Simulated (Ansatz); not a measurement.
This geometry of AsH6NSi (9 atoms, charge 0, multiplicity 1) is a first-order saddle point.

Level of theory: RKS B3LYP-D4/def2-SVP (Ansatz).

```xyz
9
Properties=species:S:1:pos:R:3
N -0.998 0.923 -1.121
As 0.788 0.516 -0.970
Si 0.568 -1.036 0.837
H -1.419 0.951 -2.039
H -1.626 1.079 -0.343
H 1.245 1.652 -0.033
H 1.890 -1.303 1.481
H 0.019 -2.315 0.300
H -0.379 -0.514 1.870
```

(1) Which two structures does it join? (They come from a converged band through this point; their orientation in space is the band's.)

(2) How far does it lie above each of them?

Results:

(1) No bond is made or broken. The height of N1 over the plane of its neighbours goes from -0.37 to 0.37 Å.

Initial state:

```xyz
9
Properties=species:S:1:pos:R:3
N -1.102 0.703 -1.139
As 0.758 0.469 -0.986
Si 0.565 -1.066 0.831
H -1.324 1.250 -1.970
H -1.535 1.158 -0.336
H 1.150 1.635 -0.049
H 1.894 -1.240 1.490
H 0.104 -2.380 0.300
H -0.421 -0.577 1.842
```

Final state:

```xyz
9
Properties=species:S:1:pos:R:3
N -0.967 1.142 -1.153
As 0.826 0.609 -0.955
Si 0.553 -1.018 0.790
H -1.413 0.595 -1.888
H -1.534 1.060 -0.310
H 1.206 1.708 0.041
H 1.850 -1.371 1.442
H -0.034 -2.251 0.185
H -0.399 -0.521 1.831
```

(2) 2.1 kcal/mol above the first and 1.7 kcal/mol above the second. This is the barrier of this one path; another mechanism may lie lower.

Run time: 11 min on 1 thread of Arm Neoverse V2 (shared host), peak memory 0.23 GiB.
